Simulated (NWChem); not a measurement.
System: silicon monosulfide (SiS, singlet); SMILES S=[Si]

Results from NWChem. Pople sets run with spherical d functions. Low-valent species are run as closed-shell singlets; no triplet was tried in these runs. The geometry was optimised at PBE0/def2-SVP.

Q: Taking PBE/def2-QZVP as the yardstick, which of these has the fewest basis functions while keeping “highest occupied level (eV)” within 0.2 eV of it: PBE/6-311++G**; PBE/6-31G*; PBE/3-21G; PBE/6-31+G*; PBE/STO-3G; PBE/6-311G**; PBE/def2-TZVPD?

A: PBE/3-21G.
| level | basis functions | highest occupied level (eV) |
|---|---|---|
| PBE/STO-3G | 18 | -2.77 |
| PBE/3-21G | 26 | -6.98 |
| PBE/6-31G* | 36 | -6.94 |
| PBE/6-31+G* | 44 | -7.01 |
| PBE/6-311G** | 52 | -6.98 |
| PBE/6-311++G** | 60 | -7.02 |
| PBE/def2-TZVPD | 89 | -6.96 |
| PBE/def2-QZVP | 140 | -6.94 |

The yardstick is one finite set, not the basis-set limit.
